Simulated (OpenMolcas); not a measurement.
**C2+: effect of the active space**

```json
{
 "Program": "OpenMolcas",
 "Method": "CASSCF or its RAS form",
 "Basis": "ANO-RCC",
 "Scalar Hamiltonian": "DKH2, point nucleus",
 "Spin-orbit coupling": "state interaction with AMFI integrals over the reference wave functions, term energies averaged over their components"
}
```

A. 2 electrons in 8 orbitals (2s 2p 3s 3p); 2S+1 = 3 even, 3 roots; 2S+1 = 1 even, 7 roots; 2S+1 = 3 odd, 3 roots; 2S+1 = 1 odd, 3 roots; cost of the order of 18 core-seconds
B. 2 electrons in 9 orbitals (RAS2 2s 2p; RAS3 3d, at most 2 electrons); 2S+1 = 3 even, 3 roots; 2S+1 = 1 even, 7 roots; 2S+1 = 3 odd, 3 roots; 2S+1 = 1 odd, 3 roots; cost roughly 40 core-seconds

Energies in cm⁻¹ above 2s² ¹S₀, the measured ground level; measured values from Moore, Selected Tables of Atomic Spectra, NSRDS-NBS 3, section 3.

| Level | A | B | Measured |
| --- | --- | --- | --- |
| 2s² ¹S₀ | 0.0 | 0.0 | 0.0 |
| 2s 2p ³P°₀ | 52855 | 52007 | 52367 |
| 2s 2p ³P°₁ | 52881 | 52033 | 52391 |
| 2s 2p ³P°₂ | 52935 | 52087 | 52447 |
| 2s 2p ¹P°₁ | 112063 | 104824 | 102352 |
| 2p² ³P₀ | 138863 | 138306 | 137426 |
| 2p² ³P₁ | 138890 | 138333 | 137454 |
| 2p² ³P₂ | 138943 | 138386 | 137502 |
| 2p² ¹D₂ | 155266 | 147909 | 145876 |
| 2p² ¹S₀ | 190833 | 190413 | 182520 |

Deviations, from unrounded energies. A percentage is the sum of absolute deviations over the sum of measured energies, with the sign that they share, or ± where signs differ.

```
           Against measurement  Levels     A     B
mean absolute deviation (cm-1)       9  3700  1800
      other configurations (%)       9  +3.3  ±1.6
```

B lies closest to measurement on these levels. The largest miss of B in the table is 2p² ¹S₀, by +7900 cm-1. The ranking rests on the paired levels alone, and a cruder setting can come out closer through cancelling errors.

Between A and B the level of the table that moves most is 2p² ¹D₂, by 7400 cm-1 (lowest in B, highest in A).

Active for correlation alone: 3p 3s; no level in the range computed is led by a configuration that fills them, so any true level of that kind is missing (holds for A). Active for correlation alone: 3d; no level in the range computed is led by a configuration that fills it, so any true level of that kind is missing (holds for B). Computed and measured levels are paired by configuration, term and J; levels that our copy of the source lacks, or whose pairing is in doubt (as where it misses far off the trend of its configuration), stay unpaired and out of the deviations. Levels of configurations outside the active space are missing.

° marks odd parity.
